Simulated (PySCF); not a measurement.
Distorted geometries of [Yb(NH3)2]3+

[Yb(NH3)2]3+ (singlet in the valence; each metal's 4f electrons, 13 of them, lie in its core potential, out of spins and levels). PySCF 2.14.0, RKS r2SCAN, Yb lcecp-1-SVP with ECP59, N def2-SVP, H def2-SVP; non-relativistic Hamiltonian with scalar-relativistic core potentials where named; density fitting; no spin-orbit coupling. Relaxed geometry:

```xyz
9

Yb   -0.0609    1.1594   -0.0001
N     0.0085   -0.1781    1.8775
H     0.8419   -0.0497    2.4943
H    -0.7801   -0.0490    2.5503
H     0.0029   -1.2101    1.7268
N     0.0103   -0.1767   -1.8782
H     0.8357   -0.8087   -1.9704
H    -0.7886   -0.8354   -2.0117
H     0.0247    0.3354   -2.7884
```

Problem. Order these distorted geometries by energy above the relaxed one, lowest first.
A.
```xyz
9

Yb   -0.1078    1.2137   -0.0019
N     0.1003   -0.0505    1.9293
H     0.7459   -0.1039    2.5010
H    -0.7083   -0.1002    2.5709
H    -0.2146   -1.3506    1.5595
N     0.1630   -0.1897   -1.8269
H     0.7411   -0.7797   -1.9514
H    -0.6433   -0.8683   -2.0492
H     0.0182    0.4164   -2.7312
```
B.
```xyz
9

Yb   -0.0723    1.0726    0.1429
N    -0.0779   -0.0564    1.9712
H     0.9227   -0.0800    2.4148
H    -0.8400   -0.0168    2.4269
H    -0.0311   -1.2882    1.6700
N     0.1896   -0.1415   -1.9035
H     0.7976   -0.7525   -2.0323
H    -0.7866   -0.9431   -1.9106
H    -0.0076    0.3930   -2.7794
```
C.
```xyz
9

Yb   -0.0313    1.1557   -0.0385
N    -0.0189   -0.1649    1.8858
H     0.8276   -0.0505    2.5018
H    -0.7578   -0.0564    2.5481
H     0.0170   -1.1753    1.6924
N     0.0092   -0.1970   -1.8159
H     0.8343   -0.8197   -1.9648
H    -0.7801   -0.8469   -2.0338
H    -0.0055    0.3422   -2.7750
```

Solution. C (0.16 eV), B (3.40 eV), A (3.95 eV).

Problem. Which forces (eV/Å) act in the one that lies 0.16 eV up?

Solution. 
```
Yb  -0.09  0.25  0.75
N    2.07  0.33 -1.19
H   -0.22  0.07 -0.21
H   -1.60  0.16  1.18
H   -0.19 -0.51  0.01
N   -0.14  0.53 -2.46
H    0.07 -0.04  0.10
H   -0.10 -0.15  0.38
H    0.21 -0.65  1.43
```
Forces carry noise of the integration grid, about 0.01 to 0.03 eV/Å.

No frequency check is given that shows the relaxed geometry to be a minimum. An lcecp potential fixes the number of 4f electrons, so in runs with it no electron can move into or out of that shell.
